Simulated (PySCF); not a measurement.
Cl2H3NOSi. Atoms are numbered in the order given.

```xyz
8

N     -1.4783     1.1461     0.5719
Si    -0.3720    -0.0320     0.0268
O     -1.2414    -1.3876    -0.3750
Cl     0.9784    -0.3430     1.5642
Cl     0.7692     0.4698    -1.6523
H     -2.2665     1.4214    -0.0178
H     -1.1528     1.9071     1.1697
H     -0.8026    -1.9576    -1.0315
```
Charge 0, spin multiplicity 1.

The structure is a stationary point at PBE-D3(BJ)/def2-SVP. This is a generated structure with no PubChem entry under its InChIKey; it may be hypothetical. One conformer was computed; it need not be the lowest.

The numbers are results of r2SCAN/def2-TZVP (PySCF), not measurements.

Atomic charges (e):

| atom | IAO | Mulliken |
|---|---|---|
| N1 | ___ | -0.62 |
| Si2 | ___ | 0.80 |
| O3 | -0.78 | -0.51 |
| Cl4 | -0.32 | -0.24 |
| Cl5 | -0.34 | -0.26 |
| H6 | ___ | 0.25 |
| H7 | ___ | 0.25 |
| H8 | 0.38 | 0.33 |

Question: Some entries are withheld; supply them. (The exact figures need the calculation; the answer reports its results.)

Answer: 
- N1, IAO: -0.87
- Si2, IAO: 1.36
- H6, IAO: 0.29
- H7, IAO: 0.29

Question: Give the Mayer and Wiberg (Löwdin basis) orders of the bonds. (The exact figures need the calculation; the answer reports its results.)

Answer: 
| bond | Mayer | Wiberg |
|---|---|---|
| N1–Si2 | 1.23 | 1.58 |
| Si2–O3 | 1.23 | 1.68 |
| Si2–Cl4 | 1.15 | 1.79 |
| Si2–Cl5 | 1.11 | 1.74 |
| N1–H6 | 0.90 | 0.94 |
| N1–H7 | 0.91 | 0.94 |
| O3–H8 | 0.86 | 1.00 |
